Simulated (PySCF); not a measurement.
SMILES O1C[CH]CC1, doublet, PBE0/def2-SVP optimised geometry.

```
12

C     -0.31     1.13     0.00
C     -0.79    -0.28    -0.09
C      0.50    -1.04     0.26
O      1.55    -0.22    -0.19
C      1.18     1.13     0.00
H     -0.94     2.02     0.00
H     -1.63    -0.52     0.58
H     -1.12    -0.53    -1.12
H      0.59    -2.02    -0.22
H      0.56    -1.19     1.36
H      1.63     1.74    -0.81
H      1.59     1.53     0.96
```

Density from unrestricted PBE0/def2-TZVP in PySCF 2.14.0 at that geometry.

Minimum of the electron density along straight lines between bonded atoms, close to the bond critical point (lines longer than 1.1 times the sum of covalent radii, or with two minima, are not listed):

```
bond    length / Å  ρ at the minimum / e bohr⁻³  ∇²ρ there / e bohr⁻⁵  position (fraction from the first atom)
------  ----------  ---------------------------  --------------------  ---------------------------------------
C1–C2        1.488                        0.262                 -0.67                                     0.51
C2–C3        1.532                        0.248                 -0.62                                     0.50
C3–O4        1.408                        0.268                 -0.61                                     0.35
C1–C5        1.490                        0.268                 -0.71                                     0.50
O4–C5        1.410                        0.268                 -0.62                                     0.64
C1–H6        1.091                        0.277                 -0.95                                     0.65
C2–H7        1.103                        0.271                 -0.91                                     0.64
C2–H8        1.109                        0.266                 -0.88                                     0.64
C3–H9        1.100                        0.281                 -0.99                                     0.65
C3–H10       1.110                        0.275                 -0.94                                     0.64
C5–H11       1.107                        0.275                 -0.95                                     0.65
C5–H12       1.115                        0.269                 -0.91                                     0.64
```
